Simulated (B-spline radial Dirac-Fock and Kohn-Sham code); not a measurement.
**Photoionisation of calcium ions at Ag Lα (2984.4 eV)**

These are calculated numbers from a radial atomic solver; the model is Dirac-Hartree-Slater photoionisation with all multipoles and Dirac-Fock thresholds. Cross sections in kb; a dash marks an empty subshell or a threshold above the photon energy.

```
  ion  configuration  total    2s  2p1/2    3s  3p1/2      4s
   Ca       [Ar] 4s2  18.10  8.14   2.72  1.06  0.293  0.0908
 Ca²⁺   [Ne] 3s2 3p6  17.96  8.11   2.72  1.05  0.292       –
 Ca⁶⁺   [Ne] 3s2 3p2  18.05  8.25   2.76  1.33  0.136       –
 Ca⁸⁺       [Ne] 3s2  17.99  8.33   2.80  1.47      –       –
Ca¹⁵⁺   [He] 2s2 2p1  12.38  10.5  0.646     –      –       –
```
